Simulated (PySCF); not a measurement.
Correlation energy of Ag (silver, neutral)

[Kr] 4d9 5s1 5p1, one real determinant (an excited configuration). All numbers are calculated (PySCF 2.14, the spin-free X2C one-electron Hamiltonian (Gaussian nucleus), in x2c-TZVPPall with one added diffuse shell each of s, p, d, f type (9s7p7d3f1g, 95 functions)). Frozen: [Kr]; 11 electrons correlated.

```csv
level,correlation energy (mhartree)
CCSD,-312.58
(T),-10.11
CCSD(T),-322.69
```

Diagnostics: T1 = 0.013, D1 = 0.0514, largest double amplitude 0.024.

Problem. Is a single reference adequate?

Solution. Yes, within this model without spin-orbit coupling: T1 lies below 0.03 and no double amplitude reaches 0.07.

The reference is one real determinant that mixes LS terms of this configuration.
